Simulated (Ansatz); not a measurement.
One change: `C=C[Si](O)(O)F` becomes `O[Si](O)(F)C[SiH2]Cl`.

Ansatz, PBE0-D4/def2-TZVP geometries, multiplicity 1. Each molecule was computed in one conformer, which needn't be the lowest.

```csv
property,`C=C[Si](O)(O)F`
size of the dipole moment (B3LYP/def2-TZVPP) / D,1.21
size of the dipole moment (ωB97M-V/def2-TZVPP) / D,1.22
LUMO energy (B3LYP/def2-TZVPP) / eV,-0.80
HOMO energy (ωB97M-V/def2-TZVPP) / eV,-10.56
HOMO energy (PBE/def2-TZVPP) / eV,-7.12
HOMO–LUMO gap (PBE0/def2-TZVPP) / eV,7.71
```

Task: What does the change do to each property? (An estimate is asked.)

Result: Computed: 
```csv
property,`O[Si](O)(F)C[SiH2]Cl`,shift
size of the dipole moment (B3LYP/def2-TZVPP) / D,1.24,0.03
size of the dipole moment (ωB97M-V/def2-TZVPP) / D,1.22,0.00
LUMO energy (B3LYP/def2-TZVPP) / eV,-0.10,0.70
HOMO energy (ωB97M-V/def2-TZVPP) / eV,-11.22,-0.66
HOMO energy (PBE/def2-TZVPP) / eV,-7.60,-0.48
HOMO–LUMO gap (PBE0/def2-TZVPP) / eV,9.11,1.40
```

With PBE0 the HOMO falls by 0.72 eV and the LUMO rises by 0.70 eV, so the gap widens by about 1.42 eV. PBE moves the HOMO by -0.48 eV and ωB97M-V by -0.66 eV. Dipoles are sizes alone; their direction can turn.

B3LYP here is the variant with VWN-RPA as its local correlation; programs differ in this.
